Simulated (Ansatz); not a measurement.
Cost and result for the atomization energy of C2H5FGe (`C=[C](F)[GeH3]`) (9 atoms, 8 bonds).

```xyz
9

C    -1.107   -1.150   -0.209
C    -0.704    0.093   -0.009
F    -1.622    1.076    0.109
Ge    1.142    0.714    0.144
H    -2.160   -1.399   -0.280
H    -0.377   -1.942   -0.304
H     1.425    1.743   -0.959
H     1.345    1.371    1.517
H     2.057   -0.507   -0.010
```

Total charge 0; spin multiplicity 1. Correlated methods include outer-core shells of Ge, which these sets cover unevenly. Scalar relativity is left out up to krypton. The structure was optimised at the PBE0-D4/def2-TZVP level. Program: Ansatz. All runs use 4 threads of an Arm Neoverse V1 on a shared host. Times are those of one run each, without the atoms' runs, and a repeat can differ threefold. Electronic energies, without spin–orbit coupling; frozen cores. CCSD(T)/CBS adds CCSD(T) − MP2 in def2-TZVPP to the MP2 limit, and its time is that of the two runs behind it. T1 = 0.012. With those shells the extrapolation isn't a true limit. B3LYP takes the VWN-RPA correlation (the form of Gaussian; ORCA's B3LYP/G).

CCSD(T)/CBS is a level of theory with its own doubt, some kJ/mol a heavy atom from the limit and from the frozen cores, so smaller differences don't rank the functionals.

```
                             level  functions  wall time
            LDA (SPW92)/def2-TZVPP        211     0.95 s
   PBE-D4/def2-TZVPP (with forces)        211      1.9 s
                PBE0-D4/def2-TZVPP        211      2.2 s
           CAM-B3LYP-D4/def2-TZVPP        211      2.7 s
 B3LYP-D4/def2-TZVPP (with forces)        211      3.3 s
r2SCAN-D4/def2-TZVPP (with forces)        211        4 s
             r2SCANh-D4/def2-TZVPP        211        4 s
                  CCSD(T)/def2-SVP         99      4.7 s
                ωB97X-V/def2-TZVPP        211        6 s
  ωB97M-V/def2-TZVPP (with forces)        211        9 s
                    MP2/def2-QZVPP        410       16 s
                CCSD(T)/def2-TZVPP        211       98 s
                 CCSD(T)/CBS(def2)          –      110 s
```

(1) What atomization energy does each give, and how far from CCSD(T)/CBS? (An estimate is asked.)

Results:

(1) Computed: 
| level | atomization (kJ/mol) | difference from CCSD(T)/CBS | per bond |
| --- | --- | --- | --- |
| LDA (SPW92)/def2-TZVPP | 3628.0 | 478.5 | 59.8 |
| PBE-D4/def2-TZVPP (with forces) | 3207.4 | 57.9 | 7.2 |
| PBE0-D4/def2-TZVPP | 3144.7 | -4.8 | -0.6 |
| CAM-B3LYP-D4/def2-TZVPP | 3157.8 | 8.3 | 1.0 |
| B3LYP-D4/def2-TZVPP (with forces) | 3138.5 | -11.0 | -1.4 |
| r2SCAN-D4/def2-TZVPP (with forces) | 3157.5 | 8.0 | 1.0 |
| r2SCANh-D4/def2-TZVPP | 3134.2 | -15.3 | -1.9 |
| CCSD(T)/def2-SVP | 2991.0 | -158.5 | -19.8 |
| ωB97X-V/def2-TZVPP | 3155.7 | 6.2 | 0.8 |
| ωB97M-V/def2-TZVPP (with forces) | 3141.5 | -8.0 | -1.0 |
| MP2/def2-QZVPP | 3155.6 | 6.1 | 0.8 |
| CCSD(T)/def2-TZVPP | 3082.8 | -66.7 | -8.3 |
| CCSD(T)/CBS(def2) | 3149.5 | 0.0 | 0.0 |

Leaving LDA and LC-ωPBE aside and taking each functional with its dispersion term where it has one, the values, not all of them listed here, spread over 164.2 kJ/mol, from BHLYP-D4 to PBE-D4. LDA lies +435.8 kJ/mol from PBE without D4, its usual overbinding. The D4 term adds +24.6 kJ/mol with B3LYP and +12.7 kJ/mol with PBE0; it sums over pairs of atoms, weighted by their polarisabilities, and B3LYP, whose exchange is more repulsive, gets the larger term. From PBE to PBE0 (25 % exact exchange), in def2-TZVPP and without D4, the atomization energy moves by −60.3 kJ/mol: exact exchange takes away binding that semilocal exchange gives to molecules.

For some Ge, Se and Sn compounds the MP2-based and the directly extrapolated limit differ by 10 to 25 kJ/mol.
